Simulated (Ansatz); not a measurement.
These are Ansatz (a quantum-chemistry and plane-wave program) with frozen-core CCSD(T)/def2-TZVPP // BP86-D3(BJ)/def2-SVP values and carry that method's errors.

Ansatz 0.2 input:
```yaml
crystal:
  periodic: [false, false, false]
  atoms:
    - { symbol: Nb, position_ang: [-0.000846, 0.003338, -0.094933] }
    - { symbol: Cl, position_ang: [0.047813, -1.167634, 1.89152] }
    - { symbol: Cl, position_ang: [-0.293273, -1.116469, -2.090761] }
    - { symbol: Cl, position_ang: [0.158087, 2.304248, -0.075762] }
    - { symbol: Cl, position_ang: [-2.332863, 0.189549, 0.105428] }
    - { symbol: O, position_ang: [1.853626, -0.14612, -0.255737] }
    - { symbol: H, position_ang: [2.818954, -0.223597, -0.342099] }
basis:
  gaussian: { orbitals: def2-TZVPP }
correlation:
  method: ccsd_t
```

Output:

```
Functional definition: HF
1667 factors; integrals over basis functions are off by at most 1.1e-3 eV
mean field evaluation 1: about -53602.5276 eV, gradient 5.9e1 eV
mean field evaluation 2: about -53602.8674 eV, gradient 6.0e1 eV
mean field evaluation 4: about -53610.5508 eV, gradient 4.8e0 eV
mean field evaluation 8: about -53610.6542 eV, gradient 1.1e0 eV
mean field evaluation 16: about -53610.6596 eV, gradient 1.7e-6 eV
mean field -53610.65960819 eV, -1970.1554019906 hartree, gradient 1.7e-6 eV, S^2 0.000000; 0 other end points of the search recorded, 0 dependent functions left out
21 core orbitals not correlated
reference -53610.65960819 eV, -1970.1554019906 hartree; 24, 24 occupied and 224, 224 virtual orbitals, 1667 factors
second order -40.29078654 eV of doubles, -0.00000000 eV of singles
cycle   1  -39.13458898 eV  change     1.2e0 eV  update   2.8e-1
cycle   2  -40.48235155 eV  change    -1.3e0 eV  update   1.8e-1
cycle   3  -40.86830447 eV  change   -3.9e-1 eV  update   4.9e-2
cycle   4  -40.85192684 eV  change    1.6e-2 eV  update   1.9e-2
cycle   5  -40.83299193 eV  change    1.9e-2 eV  update   8.0e-3
cycle   6  -40.82978487 eV  change    3.2e-3 eV  update   3.1e-3
cycle   7  -40.83080088 eV  change   -1.0e-3 eV  update   1.7e-3
cycle   8  -40.83065670 eV  change    1.4e-4 eV  update   8.2e-4
cycle   9  -40.83081769 eV  change   -1.6e-4 eV  update   3.5e-4
cycle  10  -40.83134236 eV  change   -5.2e-4 eV  update   1.9e-4
cycle  11  -40.83102704 eV  change    3.2e-4 eV  update   8.2e-5
cycle  12  -40.83086788 eV  change    1.6e-4 eV  update   4.9e-5
cycle  13  -40.83094274 eV  change   -7.5e-5 eV  update   1.5e-5
cycle  14  -40.83091149 eV  change    3.1e-5 eV  update   9.1e-6
perturbative correction -2.27046986 eV, -0.0834382284 hartree
Total energy: -53653.76098953 eV, -1971.7393485400 hartree
```

Cost: about 22 core-minutes (a rough figure).
